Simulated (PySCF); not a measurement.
**PbF₃ at several levels of theory**

All levels use the PBE0 minimum (doublet; Pb–F 2.029 Å (×3); F–Pb–F 107.6° (×3)), basis [Pb def2-TZVP with ECP60, F def2-TZVP], scalar-relativistic core potentials, density fitting, no spin–orbit coupling, PySCF. For vertical energies the ionised species is a singlet (spins chosen at PBE0 and kept) and the electron-attached one a singlet. Atomisation goes to high-spin ground-configuration atoms, without zero-point energy. Open shells are unrestricted, also as the reference of the correlated levels. A dash marks a value that was not computed or is not defined at that level.

```
    level  atomisation (kJ/mol)  vertical IP (eV)  vertical EA (eV)  −ε(HOMO) (eV)  dipole (D)
     PBE0                  1058             11.79              4.18           9.39        3.41
       HF                   541             11.96              3.72          12.85        4.05
      MP2                  1080             11.59              4.58              –           –
      PBE                     ?                 ?                 ?              ?           ?
   r2SCAN                     ?                 ?                 ?              ?           ?
    B3LYP                  1079             11.82              4.27           9.18        3.37
    TPSSh                  1097             11.51              3.99           8.56        3.27
     TPSS                  1145             11.33              3.87           7.98        3.14
BHandHLYP                   940             12.14              4.39          10.75        3.70
```

**Question.** Fill in the row of r2SCAN.

**Answer.** atomisation (kJ/mol) 1116, vertical IP (eV) 11.65, vertical EA (eV) 4.04, −ε(HOMO) (eV) 8.40, dipole (D) 3.23.

**Question.** Fill in the row of PBE.

**Answer.** atomisation (kJ/mol) 1185, vertical IP (eV) 11.34, vertical EA (eV) 3.89, −ε(HOMO) (eV) 7.93, dipole (D) 3.09.

Without diffuse functions attachment energies tend to come out too low.

No spin–orbit coupling is included, which matters more the heavier the element.
